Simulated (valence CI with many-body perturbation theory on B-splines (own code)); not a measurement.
**Questions on C I**

Method: relativistic CI+MBPT: four valence electrons over a frozen Dirac-Fock core [He], a basis of 9 s, 9 p, 8 d, 6 f, 3 g, 1 h functions for each j, with the one-electron correlation potential Σ1, the two-electron term Σ2, the three-electron term Σ3, Breit, model QED; selected CI, second order for the rest, scaled by the run's own slope (own B-spline code, finite nucleus).

Against 36 measured levels this calculation errs by 53 cm⁻¹ on average and by 130 at most. These come from a selection out of the NIST Handbook of Basic Atomic Spectroscopic Data. Levels without a partner in it may be off by more. Among the levels kept, up to 640 cm⁻¹ of a level comes from second order outside the variational space, and about a tenth of that is noise between levels of different J, which matters for small intervals.

Rates and lifetimes use the calculated energies. Strong lines usually hold to 10 to 20 %, long lifetimes can be off by a factor of two.

Problem. What is the ground level?

Solution. 2s2.2p2 3P_0, composition 94 % 2s2.2p2 3P.

Problem. Name the longest-lived excited levels whose lifetime is computed, and their main decay.

Solution. 2s2.2p2 1D_2 at 10275 cm⁻¹ lives 3850 s, mostly by M1 to 2s2.2p2 3P_2; 2s2.2p2 1S_0 at 21777 cm⁻¹ lives 1.63 s, mostly by E2 to 2s2.2p2 1D_2; 2s.2p3 5S°_2 at 33605 cm⁻¹ lives 38.6 ms, mostly by E1 to 2s2.2p2 3P_2. The lifetime of 2s2.2p2 3P_1 is too uncertain to give, and may be longer. The lifetime of 2s2.2p2 3P_2 is too uncertain to give, and may be longer.

Problem. What are the static dipole polarisabilities of the lowest levels?

Solution. 2s2.2p2 3P_0 11.6; 2s2.2p2 3P_1 11.6 (tensor -0.34); 2s2.2p2 3P_2 11.6 (tensor 0.69); 2s2.2p2 1D_2 12.5 (tensor -1.7) bohr³, of which the core gives 0.00892. The recommended value for the atom is 11.3 ± 0.4 bohr³ (Schwerdtfeger and Nagle, table of static dipole polarizabilities (2023 update)).

Problem. Where does the other parity begin?

Solution. At 2s.2p3 5S°_2, 33605 cm⁻¹.

Problem. How well does LS coupling describe the low levels?

Solution. Among the lowest 20 levels the leading LS term, summed over configurations, holds 100 % on average. For single configurations the figures are 91 % in LS and 64 % in jj coupling. Terms hardly mix: every one of these levels is at least 95 % one term.
